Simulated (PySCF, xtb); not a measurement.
Mo(NH)2(Cl)(NH2) (ClH4MoN3), SMILES [NH]=[Mo](=[NH])([NH2])[Cl], multiplicity 1. The values are those of a single conformer.

Harmonic wavenumbers (cm⁻¹) from GFN2-xTB (xtb) at its own minimum, in rising order: 133, 152, 198, 198, 239, 319, 323, 525, 527, 537, 585, 633, 654, 658, 947, 1011, 1463, 3312, 3326, 3408, 3413.

Problem. What does B3LYP-D3(BJ)/def2-SVP in PySCF give at its own minimum? (Estimate from the structure and the level; the computed values follow.)

Solution. 153, 178, 221, 236, 278, 330, 387, 414, 502, 598, 615, 714, 721, 731, 989, 1015, 1508, 3543, 3586, 3589, 3644. Paired by order, the mean absolute difference is 79 cm⁻¹ and the zero-point energies are 32.3 and 34.2 kcal/mol.
